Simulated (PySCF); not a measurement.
Species: C4HBCl2O.
Atom-mapped SMILES: `[CH:1]#[C:2][C:3](=[C:4]=[O:5])[B:6]([Cl:7])[Cl:8]` (hydrogens: H9 on C1)

Structure used (PBE0-D3(BJ)/def2-SVP), in Å, numbered top down from 1:
```xyz
9
C4HBCl2O angstrom
C     -1.0451   -2.6391   -0.0650
C     -0.4594   -1.5797   -0.0045
C      0.2088   -0.3238    0.0878
C      1.4614   -0.2285   -0.3909
O      2.5307   -0.1312   -0.7952
B     -0.3854    0.9533    0.6984
Cl    -2.0089    0.9444    1.3322
Cl     0.5713    2.4293    0.7667
H     -1.5667   -3.5769   -0.1212
```

The closed-shell ground state was solved at several levels (PySCF, density fitting, gas phase, non-relativistic).

```tsv
level	basis functions	HOMO (eV)	LUMO (eV)	gap (eV)	dipole (D)
B3LYP/pcSseg-1	155	-7.09	-2.16	4.93	1.41
PBE0/STO-3G	49	-5.23	0.34	5.57	2.78
PBE0/6-31G*	122	-7.05	-1.69	5.36	1.63
PBE0/cc-pVTZ	262	-7.24	-1.79	5.45	1.25
PBE0/pcSseg-0	82	-7.53	-2.22	5.31	1.96
```

Problem. What might PBE0/pcSseg-2 (316 basis functions) give for the same quantities?

Solution. HOMO -7.30 eV, LUMO -1.88 eV, gap 5.42 eV, dipole 1.27 D.

Problem. Over all these levels, which gives the widest orbital gap and which the narrowest?

Solution. PBE0/STO-3G (global hybrid, 25 % exact exchange) has the widest, 5.57 eV, and B3LYP/pcSseg-1 (global hybrid, 20 % exact exchange) the narrowest, 4.93 eV. Functional and basis both differ between the two, so the spread mixes both effects.

Problem. How much does the basis alone move the frontier levels among the 5 PBE0 rows (the withheld one included)?

Solution. The HOMO by 2.30 eV and the LUMO by 2.56 eV. By rising basis size (HOMO, LUMO in eV): STO-3G -5.23, 0.34; pcSseg-0 -7.53, -2.22; 6-31G* -7.05, -1.69; cc-pVTZ -7.24, -1.79; pcSseg-2 -7.30, -1.88.

Problem. How far do the dipole and the HOMO energy spread over the levels?

Solution. The dipole runs from 1.25 to 2.78 D (mean 1.72 D) and the HOMO from -7.53 to -5.23 eV.
